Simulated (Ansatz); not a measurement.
A structure relaxed at PBE0-D4/def2-TZVP in Ansatz, charge 0, doublet:

Cartesian coordinates in Å:
```
Cu 0.245 -0.804 1.093
Cu 1.029 0.737 -0.546
Br -1.274 0.067 -0.547
```

(1) Give its formula and point group.

(2) Summarise the bond lengths by kind (pairs closer than 1.2 times the sum of covalent radii, bridged metal pairs left out).

Results:

(1) Cu2Br (the lowest doublet isomer of a short search). Point group C2v (tolerance 0.1 Å).

(2) 2 × Br–Cu 2.40 Å.

The structure comes from a short search, and lower isomers may exist.
